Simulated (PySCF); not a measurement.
Ionisation energy of W by level of theory

W [Xe] 4f14 5d4 6s2 (5D) → W⁺ [Xe] 4f14 5d4 6s1 (6D), as a difference of total energies. All numbers are calculated (PySCF 2.14, a scalar-relativistic core potential, in def2-TZVPPD with the def2 core potential (60 electrons)). Correlated levels: valence: 5s2 5p6 frozen. The calculations carry no spin-orbit coupling.

Question: Order these methods by the ionisation energy they give, lowest first.
A. CCSD(T) (valence)
B. CCSD (valence)
C. SCS-MP2 (valence)
D. MP2 (valence)

Answer: D (7.130 eV), B (7.282 eV), C (7.384 eV), A (7.412 eV).

Errors of the correlated levels include the incompleteness of this basis and the frozen core.

For comparison: 7.825 eV (measured; NIST levels, between the centres of gravity of the two terms).
